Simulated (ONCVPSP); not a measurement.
**Reading a pseudo-wave (B)**

Columns: radius, all-electron u(r) and pseudo u(r) of the 2s shell (level -9.44 eV) of boron in the configuration [He] 2s2 2p1; PBE, scalar-relativistic, ONCV scheme, ONCVPSP 4.0.1.

| r (bohr) | all-electron | pseudo |
| --- | --- | --- |
| 0.138 | -0.2999 | 0.0419 |
| 0.275 | -0.2443 | 0.0957 |
| 0.413 | -0.0687 | 0.1695 |
| 0.550 | 0.1272 | 0.2624 |
| 0.688 | 0.3062 | 0.3685 |
| 0.825 | 0.4521 | 0.4747 |
| 0.963 | 0.5659 | 0.5707 |
| 1.100 | 0.6469 | 0.6465 |
| 1.238 | 0.6997 | 0.6989 |
| 1.375 | 0.7279 | 0.7277 |
| 1.513 | 0.7367 | 0.7366 |
| 1.650 | 0.7301 | 0.7301 |
| 1.788 | 0.7120 | 0.7120 |
| 1.925 | 0.6857 | 0.6857 |
| 2.062 | 0.6536 | 0.6536 |
| 2.200 | 0.6176 | 0.6176 |
| 2.338 | 0.5795 | 0.5795 |
| 2.475 | 0.5409 | 0.5409 |
| 2.613 | 0.5021 | 0.5021 |
| 2.750 | 0.4644 | 0.4644 |
| 2.888 | 0.4278 | 0.4278 |
| 3.025 | 0.3932 | 0.3932 |
| 3.162 | 0.3604 | 0.3604 |
| 3.300 | 0.3294 | 0.3294 |
| 3.438 | 0.3005 | 0.3005 |
| 3.575 | 0.2739 | 0.2739 |

Task: How many radial nodes do the two functions have?

Result: The all-electron 2s function has n − l − 1 = 1; the pseudo-wave has 0, since the states of the same l below it are removed with the core.

Task: At about which radius was the pseudo-wave matched?

Result: 1.60 bohr. The columns agree to 0.0005 from 1.38 bohr on; several derivatives are matched, so the curves merge somewhat inside the radius.

Task: Where does each function peak?

Result: Outermost all-electron maximum near 1.51 bohr, pseudo maximum near 1.51 bohr (to the table’s step).

Task: Is the pseudo-wave norm-conserving?

Result: Yes: the ONCV scheme keeps the norm inside the radius equal to the all-electron one, which fixes the energy derivative of the logarithmic derivative at the level.
